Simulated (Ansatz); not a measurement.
Steps of a relaxation of CH8FNSi2 (`FCN[SiH2][SiH3]`) with RKS PBE-D4/def2-SVP.

```sh
$ ansatz run in.yaml --threads 4 --pin off --events-out ev --progress --plain --max-ram 10444MiB
```

```yaml
crystal:
  periodic: [false, false, false]
  atoms:
    - {symbol: F, position_ang: [-0.324500, -1.159000, 1.738700]}
    - {symbol: C, position_ang: [0.009900, 0.157700, 1.979500]}
    - {symbol: N, position_ang: [0.853200, 0.579400, 0.891000]}
    - {symbol: Si, position_ang: [0.410000, 0.910800, -0.682200]}
    - {symbol: Si, position_ang: [-0.629600, -0.913200, -1.790600]}
    - {symbol: H, position_ang: [0.551500, 0.180400, 2.931500]}
    - {symbol: H, position_ang: [-0.849900, 0.791900, 2.088500]}
    - {symbol: H, position_ang: [1.670800, -0.093900, 0.845300]}
    - {symbol: H, position_ang: [1.531600, 1.381200, -1.386000]}
    - {symbol: H, position_ang: [-0.625000, 2.023800, -0.545500]}
    - {symbol: H, position_ang: [-0.982900, -0.539000, -3.154200]}
    - {symbol: H, position_ang: [-1.863700, -1.328400, -1.074100]}
    - {symbol: H, position_ang: [0.269000, -2.026500, -1.827100]}
basis:
  gaussian: {orbitals: def2-SVP}
hamiltonian: {xc: pbe, dispersion: d4}
relax: {f_tol: 0.03, max_steps: 200}
```

Positions (Å) and forces (eV/Å) along the path, 10 of 11 steps:

```xyz
13
step=1 energy=-21106.0384 eV
F    -0.325   -1.159    1.739   -0.890   -0.772    0.307
C     0.010    0.158    1.980    1.724   -0.380   -1.123
N     0.853    0.579    0.891    2.038   -1.301    2.890
Si    0.410    0.911   -0.682   -3.311    0.384   -1.408
Si   -0.630   -0.913   -1.791   -0.325    1.100    0.749
H     0.551    0.180    2.932    0.407    0.024    0.458
H    -0.850    0.792    2.088   -1.231    0.646   -0.207
H     1.671   -0.094    0.845   -0.644    0.844    0.416
H     1.532    1.381   -1.386    1.699    0.648   -1.038
H    -0.625    2.024   -0.545    0.126   -0.115   -0.248
H    -0.983   -0.539   -3.154   -0.242    0.183   -0.919
H    -1.864   -1.328   -1.074   -0.282   -0.059    0.182
H     0.269   -2.026   -1.827    0.930   -1.202   -0.059
13
step=3 energy=-21106.5935 eV
F    -0.455   -1.205    1.761   -0.029   -0.072   -0.061
C     0.039    0.097    1.959    0.051    0.339   -0.165
N     0.912    0.538    0.925    0.349   -0.340    0.374
Si    0.371    0.946   -0.703   -0.209    0.023   -0.178
Si   -0.673   -0.893   -1.763    0.132   -0.108   -0.106
H     0.566    0.099    2.941   -0.052   -0.030   -0.071
H    -0.842    0.782    2.008    0.085   -0.097    0.032
H     1.818    0.039    0.945   -0.224    0.205    0.042
H     1.592    1.462   -1.433   -0.121   -0.135    0.014
H    -0.645    2.051   -0.604   -0.002    0.092    0.069
H    -1.022   -0.565   -3.199    0.018   -0.039    0.054
H    -1.935   -1.329   -1.060    0.088    0.105    0.014
H     0.295   -2.056   -1.762   -0.086    0.057   -0.019
13
step=4 energy=-21106.6130 eV
F    -0.461   -1.199    1.717   -0.013   -0.017   -0.074
C     0.041    0.100    1.940    0.040    0.147    0.127
N     0.932    0.549    0.936    0.067   -0.150    0.101
Si    0.354    0.941   -0.688    0.027    0.057   -0.251
Si   -0.669   -0.898   -1.763    0.054   -0.077   -0.016
H     0.552    0.081    2.929   -0.051   -0.030   -0.010
H    -0.837    0.786    1.991    0.039   -0.069    0.005
H     1.839    0.067    0.962   -0.053    0.074    0.033
H     1.571    1.431   -1.438   -0.105   -0.060   -0.001
H    -0.648    2.057   -0.571   -0.010    0.051    0.049
H    -1.017   -0.576   -3.198    0.020   -0.016    0.053
H    -1.930   -1.309   -1.047    0.045    0.042   -0.011
H     0.293   -2.064   -1.757   -0.063    0.050   -0.005
13
step=5 energy=-21106.6206 eV
F    -0.468   -1.198    1.666   -0.004   -0.020   -0.011
C     0.039    0.096    1.929    0.017    0.030    0.026
N     0.937    0.558    0.939   -0.010    0.016   -0.022
Si    0.353    0.948   -0.692    0.040   -0.004   -0.021
Si   -0.663   -0.903   -1.748   -0.021   -0.005    0.022
H     0.534    0.048    2.925   -0.009   -0.016   -0.026
H    -0.839    0.777    1.987   -0.003   -0.014    0.009
H     1.854    0.101    0.978    0.009   -0.001    0.018
H     1.556    1.417   -1.468   -0.023   -0.001    0.015
H    -0.638    2.075   -0.553   -0.001   -0.002   -0.006
H    -1.009   -0.585   -3.182    0.004   -0.011   -0.005
H    -1.923   -1.293   -1.027    0.002    0.011   -0.009
H     0.285   -2.074   -1.739   -0.002    0.016    0.010
13
step=6 energy=-21106.6220 eV
F    -0.462   -1.204    1.636    0.003   -0.002   -0.002
C     0.038    0.090    1.920    0.012   -0.015    0.021
N     0.940    0.568    0.942   -0.016    0.023   -0.041
Si    0.358    0.949   -0.694    0.004    0.015    0.023
Si   -0.667   -0.902   -1.738   -0.007    0.001    0.014
H     0.527    0.029    2.917    0.000   -0.006   -0.014
H    -0.845    0.765    1.983   -0.008   -0.005    0.001
H     1.863    0.125    0.989    0.007   -0.009    0.007
H     1.559    1.414   -1.473    0.004    0.003    0.005
H    -0.631    2.078   -0.558    0.001    0.000   -0.014
H    -1.010   -0.594   -3.174    0.004   -0.005   -0.008
H    -1.930   -1.281   -1.016   -0.005    0.007   -0.002
H     0.280   -2.072   -1.720    0.001   -0.007    0.010
13
step=7 energy=-21106.6243 eV
F    -0.434   -1.225    1.612    0.011    0.032    0.012
C     0.050    0.073    1.918   -0.019   -0.050    0.035
N     0.930    0.584    0.938    0.038    0.021   -0.021
Si    0.347    0.963   -0.698    0.001   -0.003    0.025
Si   -0.675   -0.898   -1.731    0.006   -0.004    0.012
H     0.556   -0.001    2.907    0.000   -0.018   -0.022
H    -0.844    0.728    2.015   -0.015    0.003   -0.034
H     1.866    0.165    0.982   -0.028    0.015   -0.016
H     1.555    1.425   -1.467    0.003   -0.001   -0.007
H    -0.643    2.093   -0.582    0.003    0.005    0.005
H    -0.948   -0.632   -3.191    0.009   -0.001   -0.001
H    -1.981   -1.220   -1.060   -0.003    0.000    0.012
H     0.242   -2.088   -1.628   -0.008    0.001    0.000
13
step=8 energy=-21106.6098 eV rejected
F    -0.409   -1.248    1.576    0.038   -0.126   -0.094
C     0.044    0.050    1.900   -0.065    0.330   -0.153
N     0.924    0.615    0.945    0.021   -0.105   -0.092
Si    0.348    0.989   -0.692   -0.079   -0.062    0.006
Si   -0.672   -0.896   -1.684   -0.054    0.049   -0.100
H     0.542   -0.026    2.888   -0.055    0.020    0.104
H    -0.862    0.694    1.952   -0.006   -0.063    0.207
H     1.850    0.185    0.950    0.226   -0.084    0.105
H     1.552    1.409   -1.491    0.005    0.040    0.048
H    -0.623    2.135   -0.561   -0.012   -0.021   -0.082
H    -0.906   -0.635   -3.153   -0.063   -0.004   -0.002
H    -1.987   -1.202   -1.023   -0.002    0.006   -0.021
H     0.220   -2.104   -1.593    0.046    0.021    0.074
13
step=9 energy=-21106.6257 eV
F    -0.414   -1.240    1.585    0.010    0.025    0.006
C     0.048    0.063    1.906   -0.001   -0.021   -0.019
N     0.932    0.595    0.939   -0.018    0.001    0.008
Si    0.351    0.971   -0.698   -0.002   -0.003    0.003
Si   -0.678   -0.895   -1.714   -0.002    0.001    0.005
H     0.543   -0.014    2.898   -0.002   -0.003    0.001
H    -0.857    0.705    1.993    0.006   -0.007   -0.008
H     1.869    0.182    0.982    0.004    0.002    0.003
H     1.560    1.422   -1.471    0.001    0.002   -0.001
H    -0.634    2.107   -0.587    0.004    0.003   -0.001
H    -0.944   -0.640   -3.177    0.000   -0.001   -0.002
H    -1.987   -1.204   -1.041    0.000    0.003    0.002
H     0.232   -2.088   -1.600   -0.001   -0.001    0.003
13
step=10 energy=-21106.6263 eV
F    -0.379   -1.265    1.546    0.017    0.040    0.010
C     0.049    0.045    1.890   -0.003   -0.007   -0.040
N     0.930    0.613    0.941   -0.021   -0.033    0.027
Si    0.354    0.983   -0.700    0.000    0.010    0.003
Si   -0.684   -0.890   -1.694   -0.009   -0.013   -0.007
H     0.535   -0.035    2.886   -0.002    0.002    0.008
H    -0.874    0.663    1.975    0.022   -0.016   -0.003
H     1.877    0.223    0.987   -0.008    0.005    0.006
H     1.567    1.423   -1.473    0.004   -0.002   -0.002
H    -0.623    2.127   -0.601   -0.003   -0.004   -0.008
H    -0.930   -0.661   -3.167   -0.001   -0.001    0.015
H    -2.007   -1.164   -1.031    0.012    0.002   -0.007
H     0.206   -2.095   -1.545   -0.008    0.017   -0.001
13
step=11 energy=-21106.6264 eV
F    -0.365   -1.272    1.546    0.010    0.009    0.000
C     0.048    0.042    1.888   -0.007    0.017   -0.030
N     0.930    0.615    0.943   -0.019   -0.025    0.002
Si    0.359    0.982   -0.700   -0.023    0.005   -0.011
Si   -0.688   -0.887   -1.691    0.013   -0.012   -0.003
H     0.527   -0.030    2.888   -0.006    0.005    0.009
H    -0.881    0.652    1.961    0.016   -0.012    0.014
H     1.878    0.229    0.993    0.011    0.001    0.011
H     1.575    1.417   -1.473   -0.004   -0.002    0.006
H    -0.620    2.125   -0.610    0.011    0.010    0.001
H    -0.941   -0.656   -3.161   -0.002    0.003    0.005
H    -2.007   -1.163   -1.023    0.007    0.005    0.000
H     0.206   -2.089   -1.547   -0.007   -0.002   -0.004
```

It took 20 s on 4 threads of an Arm Neoverse V1 on a shared host, with 0.17 GiB of host memory at the peak.
